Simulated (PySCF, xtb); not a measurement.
TeFCl, SMILES Cl[Te]F.

Harmonic wavenumbers (cm⁻¹) from GFN2-xTB in xtb at its own minimum, in rising order: 134, 371, 475.

Task: What does PySCF with B3LYP-D3(BJ)/def2-TZVP give at its own minimum? (An estimate is asked for; the answer gives what the named calculation found.)

Result: 164, 373, 608. Paired by order, the mean absolute difference is 55 cm⁻¹ and the zero-point energies are 1.4 and 1.6 kcal/mol.
